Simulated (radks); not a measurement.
The numbers below are computed, except where a source is named.
Species: Te I. Configuration: [Kr] 4d8 5s2 5p6 (not the ground configuration).

Code: a radial shooting solver on a logarithmic mesh with Libxc functionals. Model: Dirac Kohn-Sham, BLYP, spin-unpolarised, spherical densities, finite nucleus; open shells fill j = l - 1/2 first; Fermi nuclear charge, rms radius 4.7423 fm.

Energy parts (eV):
part                       energy
total                 -184882.450
kinetic                195537.713
electron-nucleus      -448414.902
Hartree                 72779.995
exchange-correlation    -4785.256

Orbitals (lengths in bohr, moments of r in powers of bohr):
orbital,occ.,eigenvalue (eV),<r^2>,<1/r>,<r^4>,small-component weight
1s1/2,2,-31626.48,0.001048,55.57,2.871e-06,3.66e-02
2s1/2,2,-4864.230,0.01688,12.94,0.0004915,7.80e-03
2p1/2,2,-4559.048,0.01250,12.93,0.0003147,7.83e-03
2p3/2,4,-4284.465,0.01379,11.96,0.0003750,7.45e-03
3s1/2,2,-981.5757,0.1185,4.603,0.02141,2.29e-03
3p1/2,2,-856.1160,0.1133,4.514,0.02051,2.24e-03
3p3/2,4,-804.8995,0.1215,4.276,0.02350,2.13e-03
3d3/2,4,-583.5668,0.1028,4.129,0.01939,2.02e-03
3d5/2,6,-572.8470,0.1052,4.068,0.02024,1.99e-03
4s1/2,2,-178.5463,0.6473,1.856,0.6151,6.59e-04
4p1/2,2,-134.9744,0.7113,1.749,0.7667,6.00e-04
4p3/2,4,-124.9000,0.7607,1.673,0.8772,5.69e-04
4d3/2,4,-54.6899,1.002,1.433,1.696,4.36e-04
4d5/2,4,-53.0902,1.025,1.414,1.776,4.28e-04
5s1/2,2,-18.5464,4.248,0.6798,27.80,1.23e-04
5p1/2,2,-8.6065,6.221,0.5637,65.09,8.58e-05
5p3/2,4,-7.5234,6.872,0.5346,80.24,7.80e-05

The highest occupied level is 5p3/2 at -7.523 eV. Summed over all electrons, <r^2> = 64.40 bohr^2, which gives a Langevin (diamagnetic) susceptibility term of -51 x 10^-6 cm^3/mol. The electron density at the nucleus is 2.281e+05 e/bohr^3.
